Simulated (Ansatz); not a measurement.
2H-1,3-oxazine (C₄H₅NO), SMILES C1=COCN=C1. Atoms are numbered in the order given.

```xyz
11

C      0.0731     1.4185     0.0000
C      1.1868     0.6542     0.0000
O      1.1711    -0.6789     0.0000
C     -0.1261    -1.3667     0.0000
N     -1.3088    -0.5648     0.0000
C     -1.2011     0.7104     0.0000
H      0.1300     2.5057     0.0000
H      2.2060     1.0535     0.0000
H     -0.1213    -2.0186    -0.8920
H     -0.1213    -2.0186     0.8920
H     -2.1326     1.2956     0.0000
```

The structure is a stationary point at B3LYP-D3(BJ)/def2-SVP. The values are those of a single conformer.

Two levels are set side by side: PBE-D3(BJ)/def2-SVP (Ansatz, a first-principles code) and B3LYP-D3(BJ)/def2-SVP (Ansatz). Each level has its own optimised geometry; the coordinates shown are those of the second. Differences are taken from unrounded values.

| quantity | B3LYP-D3(BJ) |
|---|---|
| mean bond length (Å) | 1.256 |
| bond C1–C2 (Å) | 1.351 |
| bond C1–C6 (Å) | 1.458 |
| bond C2–O3 (Å) | 1.333 |
| bond O3–C4 (Å) | 1.468 |
| bond C4–N5 (Å) | 1.429 |
| bond N5–C6 (Å) | 1.280 |
| bond C1–H7 (Å) | 1.089 |
| bond C2–H8 (Å) | 1.095 |
| bond C4–H9 (Å) | 1.105 |
| bond C4–H10 (Å) | 1.105 |
| bond C6–H11 (Å) | 1.100 |

Task: What does PBE-D3(BJ) give, and how far is it from B3LYP-D3(BJ)? (The exact figures need the calculation; the answer reports its results.)

Result: 
```
quantity              PBE-D3(BJ)  PBE-D3(BJ) minus B3LYP-D3(BJ)
--------------------  ----------  -----------------------------
mean bond length (Å)       1.264                          0.008
bond C1–C2 (Å)             1.363                          0.012
bond C1–C6 (Å)             1.456                         -0.002
bond C2–O3 (Å)             1.336                          0.002
bond O3–C4 (Å)             1.491                          0.023
bond C4–N5 (Å)             1.426                         -0.003
bond N5–C6 (Å)             1.291                          0.012
bond C1–H7 (Å)             1.097                          0.008
bond C2–H8 (Å)             1.104                          0.009
bond C4–H9 (Å)             1.114                          0.009
bond C4–H10 (Å)            1.114                          0.009
bond C6–H11 (Å)            1.108                          0.008
```

Exact exchange shortens and stiffens bonds; PBE has none. Differences between two approximate levels are no errors against the true value.
